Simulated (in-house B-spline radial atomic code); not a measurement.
The numbers below are computed, except where a source is named.
# Weak and strong correlation along the adiabatic connection

Two-electron singlets in several external potentials (atomic units), by full CI in B-splines with partial waves to l = 8 (correlation energies up to 0.6 % small). The repulsion is scaled by λ at fixed density; W(λ) is the mean repulsion less the Hartree energy, W(0) = E_x, and the area under W from 0 to 1 is E_xc.

Relative drop (W(λ) − E_x)/E_x:

```json
{"system": "−Z/r, Z = 3, wall at 2 bohr", "λ = 0.12": "0.0065", "λ = 0.25": "0.0134", "λ = 0.4": "0.0210", "λ = 0.6": "0.0307", "λ = 0.8": "0.0399", "λ = 1": "0.0487"}
{"system": "ω²r²/2 − Z/r, ω = 0.166, Z = 1.5", "λ = 0.12": "0.0148", "λ = 0.25": "0.0297", "λ = 0.4": "0.0455", "λ = 0.6": "0.0646", "λ = 0.8": "0.0819", "λ = 1": "0.0975"}
{"system": "−Z exp(−kr)/r, Z = 8.58, k = 2.01", "λ = 0.12": "0.0023", "λ = 0.25": "0.0047", "λ = 0.4": "0.0075", "λ = 0.6": "0.0112", "λ = 0.8": "0.0148", "λ = 1": "0.0183"}
{"system": "−V exp(−r²/w²), V = 1.88, w = 3.13", "λ = 0.12": "0.0222", "λ = 0.25": "0.0437", "λ = 0.4": "0.0655", "λ = 0.6": "0.0907", "λ = 0.8": "0.1122", "λ = 1": "0.1306"}
{"system": "−V exp(−r²/w²), V = 1.02, w = 3.43", "λ = 0.12": "0.0284", "λ = 0.25": "0.0550", "λ = 0.4": "0.0812", "λ = 0.6": "0.1103", "λ = 0.8": "0.1342", "λ = 1": "0.1541"}
{"system": "−Z/r, Z = 0.542, wall at 6.82 bohr", "λ = 0.12": "0.0352", "λ = 0.25": "0.0666", "λ = 0.4": "0.0963", "λ = 0.6": "0.1279", "λ = 0.8": "0.1529", "λ = 1": "0.1732"}
{"system": "−Z exp(−kr)/r, Z = 2.16, k = 0.015", "λ = 0.12": "0.0100", "λ = 0.25": "0.0203", "λ = 0.4": "0.0316", "λ = 0.6": "0.0456", "λ = 0.8": "0.0586", "λ = 1": "0.0707"}
```

**Question.** Order the systems by how far second-order (GL2) theory, half the initial slope (estimated from the first points of each curve), overshoots the correlation energy, least first.
A. −Z exp(−kr)/r, Z = 8.58, k = 2.01
B. −Z exp(−kr)/r, Z = 2.16, k = 0.015
C. −V exp(−r²/w²), V = 1.88, w = 3.13
D. −V exp(−r²/w²), V = 1.02, w = 3.43
E. −Z/r, Z = 3, wall at 2 bohr
F. −Z/r, Z = 0.542, wall at 6.82 bohr
G. ω²r²/2 − Z/r, ω = 0.166, Z = 1.5

**Answer.** A (GL2/E_c = 1.03), E (GL2/E_c = 1.09), B (GL2/E_c = 1.14), G (GL2/E_c = 1.20), C (GL2/E_c = 1.32), D (GL2/E_c = 1.41), F (GL2/E_c = 1.54).

**Question.** What else changes along this order?

**Answer.** The ratio follows the bend of the curve. With it the leading natural occupation goes from 1.999 to 1.899 and −T_c/E_c from 0.97 to 0.66 between the first and the last.
